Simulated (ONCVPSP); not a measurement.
# Building the ONCV potential for nitrogen (PBE, non-relativistic).

```json
{
  "Element": "nitrogen",
  "Generator": "ONCVPSP 4.0.1",
  "Type": "optimised norm-conserving Vanderbilt (ONCV)",
  "Functional": "PBE",
  "Relativity": "non-relativistic",
  "Frozen core": "[He]",
  "Valence charge": "5",
  "Reference configuration": "2s1 2p4",
  "Partial waves": "2s: rc 1.00 bohr, ncon 3, nbas 5, qcut 7.2 1/bohr, local; 2p: rc 2.15 bohr, ncon 5, nbas 8, qcut 10.5 1/bohr, 2 projectors, debl 3.3 Ha; d scattering state at 0.03 Ha: rc 1.65 bohr, ncon 5, nbas 9, qcut 4.9 1/bohr, 3 projectors, debl 1.6 Ha",
  "Local potential": "the s channel",
  "Core correction": "none"
}
```

- Cutoffs needed: 25 Ha and 53 Ha (the cutoffs (Ha) at which the residual kinetic energy of the hardest occupied pseudo-wave falls to 1 and 0.1 mHa per electron)
- Ghost test: ghosts flagged at negative energy: d at -412.8 eV; GHOST(+) flags only above 600 eV; a true bound ghost makes a file unfit for plane-wave use
- Largest excitation error: +2697 meV (all-electron minus pseudo) for 2s1 2p0, out of 4 test configurations
